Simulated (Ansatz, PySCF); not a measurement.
Reaction 2 R1 → P1 + P2, each structure at its B3LYP-D3(BJ)/def2-TZVP stationary point, reached from a drawn start (curvature not checked).
R1: SiH4 (SMILES [SiH4]), charge 0, multiplicity 1.
P1: Si2H6 (SMILES [SiH3][SiH3]), charge 0, multiplicity 1.
P2, H2 (SMILES [H][H]) (charge 0, multiplicity 1):
```xyz
2

H      0.0000     0.0000     0.3720
H      0.0000     0.0000    -0.3720
```

P less R. No zero-point or thermal terms.

Frozen-core correlation throughout.

Codes used: Ansatz (Gaussian basis) for Hartree–Fock, density functionals and correlated methods; PySCF for the D3/D4 terms. Each number belongs to the level named beside it.

Total energies in hartree:

```tsv
structure	PBE/def2-TZVPP	B3LYP-D3(BJ)/def2-TZVPP	CCSD(T)/cc-pV(Q+d)Z
R1	-291.721620	-291.920350	-291.452235
P1	-582.273640	-582.653175	-581.722983
P2	-1.166122	-1.180145	-1.173794
```

Problem. Work out the reaction energy at each level in meV (1 hartree = 27211.38625 meV), and say how far PBE/def2-TZVPP lies from CCSD(T)/cc-pV(Q+d)Z.

Solution. 
- PBE/def2-TZVPP: (-582.273640) + (-1.166122) − 2 × (-291.721620) = 0.003478 hartree = 94.6 meV
- B3LYP-D3(BJ)/def2-TZVPP: (-582.653175) + (-1.180145) − 2 × (-291.920350) = 0.007380 hartree = 200.8 meV
- CCSD(T)/cc-pV(Q+d)Z: (-581.722983) + (-1.173794) − 2 × (-291.452235) = 0.007693 hartree = 209.3 meV
PBE/def2-TZVPP less CCSD(T)/cc-pV(Q+d)Z: -114.7 meV. CCSD(T)/cc-pV(Q+d)Z is the level counted from, the highest shown, and no exact or measured value.

Ansatz is a quantum-chemistry and plane-wave program.
